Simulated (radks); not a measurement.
The numbers below are computed, except where a source is named.
All-electron atom: the silver ion Ag24+ in [Ar] 3d5. Code: a radial shooting solver on a logarithmic mesh with Libxc functionals. Model: Dirac Kohn-Sham, LB94 model potential, spin-unpolarised, spherical densities, finite nucleus; open shells fill j = l - 1/2 first; Fermi nuclear charge, rms radius 4.5454 fm.

Normalised radial functions P(r) = r R(r) (large component), r in bohr:

| r | 2p3/2 | 3s1/2 | 3p3/2 |
|---|---|---|---|
| 0.004042 | 0.0425 | 0.3610 | 0.0207 |
| 0.005179 | 0.0674 | 0.4293 | 0.0328 |
| 0.006584 | 0.1047 | 0.4990 | 0.0509 |
| 0.00837 | 0.1612 | 0.5666 | 0.0783 |
| 0.01064 | 0.2454 | 0.6235 | 0.1191 |
| 0.01363 | 0.3733 | 0.6566 | 0.1808 |
| 0.01733 | 0.5502 | 0.6450 | 0.2656 |
| 0.02204 | 0.7929 | 0.5679 | 0.3808 |
| 0.02801 | 1.1106 | 0.4031 | 0.5287 |
| 0.0359 | 1.5153 | 0.1261 | 0.7104 |
| 0.04563 | 1.9555 | -0.2352 | 0.8932 |
| 0.05801 | 2.3860 | -0.6373 | 1.0400 |
| 0.07375 | 2.7155 | -0.9761 | 1.0826 |
| 0.0945 | 2.8328 | -1.1012 | 0.9272 |
| 0.1201 | 2.6418 | -0.8548 | 0.5128 |
| 0.1527 | 2.1487 | -0.1991 | -0.1573 |
| 0.1942 | 1.4726 | 0.7172 | -0.9500 |
| 0.2488 | 0.7970 | 1.5715 | -1.6277 |
| 0.3163 | 0.3365 | 1.9297 | -1.8788 |
| 0.4021 | 0.1023 | 1.6916 | -1.6378 |
| 0.5111 | 0.0206 | 1.0782 | -1.0744 |
| 0.655 | 0.0023 | 0.4658 | -0.4925 |
| 0.8327 | 0.0001 | 0.1339 | -0.1542 |
| 1.059 | 0.0000 | 0.0227 | -0.0293 |
| 1.346 | 0.0000 | 0.0020 | -0.0030 |
| 1.724 | 0.0000 | 0.0001 | -0.0001 |
| 2.192 | 0.0000 | 0.0000 | 0.0000 |

2p3/2: eigenvalue -4271.4 eV, 0 radial nodes, <r> = 0.118 bohr, 90 % of the charge inside 0.192 bohr. 3s1/2: eigenvalue -1525.0 eV, 2 radial nodes at r = 0.0393, 0.161 bohr, <r> = 0.349 bohr, 90 % of the charge inside 0.511 bohr. 3p3/2: eigenvalue -1389.8 eV, 1 radial node at r = 0.145 bohr, <r> = 0.346 bohr, 90 % of the charge inside 0.516 bohr.
